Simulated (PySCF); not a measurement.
Gas-phase reaction: 2 Cu + 2 HCl = 2 CuH + Cl₂, at 1200 K and a standard pressure of 1 bar. Level: MP2/def2-TZVPP†.

Computed with PySCF and rigid-rotor harmonic-oscillator thermochemistry at 1 bar. † marks an energy on the PBE0/def2-TZVP geometry and frequencies. MP2 freezes the core. Open shells (unrestricted): Cu (multiplicity 2); the rest are closed-shell singlets. Cu: all electrons, no relativistic terms. MP2 isn't extrapolated to the basis-set limit; its ΔH°(298 K) is 157.2 kJ in def2-SVP and 115.9 kJ in def2-TZVPP. The harmonic model lacks anharmonicity and excited electronic states, which grow with temperature; levels with a mode under 35 cm⁻¹ are left out.

```tsv
species	E (Ha)	H(1200 K) − E (kJ/mol)	S°(1200 K) (J/mol/K)
Cu	-1639.75316	24.9	195.3
HCl	-460.30264	53.9	228.4
CuH	-1640.34997	48.7	240.2
Cl₂	-919.36243	45.3	272.8
```
E: electronic energy; H − E holds the zero-point and thermal terms. 1 Ha = 2625.5 kJ/mol.

**Question.** Work out ΔH°, ΔS°, ΔG° and log10 K from these numbers.

**Answer.** 1. ΔE = 2×(-1640.34997) + 1×(-919.36243) − 2×(-1639.75316) − 2×(-460.30264) = 0.04923 Ha = 129.3 kJ.
2. Δ(H − E) = 2×(48.7) + 1×(45.3) − 2×(24.9) − 2×(53.9) = -14.9 kJ, so ΔH° = 114.4 kJ.
3. ΔS° = 2×(240.2) + 1×(272.8) − 2×(195.3) − 2×(228.4) = -94.2 J/K; the number of gas molecules changes by -1.
4. ΔG° = ΔH° − TΔS° = 114.4 − 1200×(-94.2)/1000 = 227.4 kJ.
5. log10 K = −ΔG°/(RT ln 10) = -9.90, with RT ln 10 = 22.97 kJ/mol; at standard pressures the reactants are favoured.
6. A shift of 10 kJ in ΔE would move log10 K by 0.44 here.
For scale, ΔH°(298 K) is 116 kJ at this level, 90 kJ at ωB97M-V/def2-TZVP†, and runs from -706 to 292 kJ over the 20 levels computed.
